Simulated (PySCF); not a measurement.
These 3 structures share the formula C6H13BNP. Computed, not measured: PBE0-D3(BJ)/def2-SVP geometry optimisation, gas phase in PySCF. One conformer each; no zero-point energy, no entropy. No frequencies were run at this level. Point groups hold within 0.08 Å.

Task: Rank from lowest to highest electronic energy at this level (kJ/mol).
A. `[CH3:1][P+:2]([CH3:3])([BH2-:4][C:5]#[N:6])[CH:7]1[CH2:8][CH2:9]1` with C1–P2–B4–C5 56°, C1–P2–C7–C8 -45°
B. `[CH3:1][C@@H:2]1[CH2:3][CH2:4][P@+:5]1([CH3:6])[BH2-:7][C:8]#[N:9]` with C4–P5–B7–C8 -38°, C1–C2–C3–C4 -101°, C2–C3–C4–P5 -16°, C3–C4–P5–C6 -91°, C1–C2–P5–C4 104°
C. `[CH3:1][CH2:2][P@H+:3]([BH2-:4][C:5]#[N:6])[CH:7]1[CH2:8][CH2:9]1` with C1–C2–P3–B4 -179°, C2–P3–B4–C5 177°, C2–P3–C7–C8 -88°

Result: B (0.0), A (19.4), C (60.9).

As drawn, the lowest has a four-membered ring, which the highest lacks; the highest has a three-membered ring, which the lowest lacks.

| SMILES | E (Eh) | E rel (kJ/mol) | dipole (D) | point group | A, B, C (MHz) |
| --- | --- | --- | --- | --- | --- |
| C[C@@H]1CC[P@+]1(C)[BH2-]C#N | -656.59181 | 0.0 | 7.61 | C1 | 1725, 1192, 944.3 |
| C[P+](C)([BH2-]C#N)C1CC1 | -656.58443 | 19.4 | 7.59 | C1 | 1584, 1236, 889.2 |
| CC[P@H+]([BH2-]C#N)C1CC1 | -656.56860 | 60.9 | 8.03 | C1 | 1822, 1002, 689.1 |

Task: How do the relative energies change in single points at PBE0/pcSseg-1 (no added dispersion term) on the same geometries?

Result: 
```
                      SMILES  PBE0-D3(BJ)/def2-SVP (kJ/mol)  PBE0/pcSseg-1 (kJ/mol)  shift
C[C@@H]1CC[P@+]1(C)[BH2-]C#N                            0.0                     0.0    0.0
    C[P+](C)([BH2-]C#N)C1CC1                           19.4                    16.2   -3.2
    CC[P@H+]([BH2-]C#N)C1CC1                           60.9                    57.6   -3.3
```

Each column counts from its own lowest isomer. The order is unchanged; the largest shift is 3.3 kJ/mol.

Task: As an exercise, what shares would exp(−E/RT) give at 500 K from these electronic energies alone (no entropy, no degeneracies)?

Result: RT = 4.157 kJ/mol: C[C@@H]1CC[P@+]1(C)[BH2-]C#N 99.1 %, C[P+](C)([BH2-]C#N)C1CC1 0.9 %, CC[P@H+]([BH2-]C#N)C1CC1 under 0.1 %.
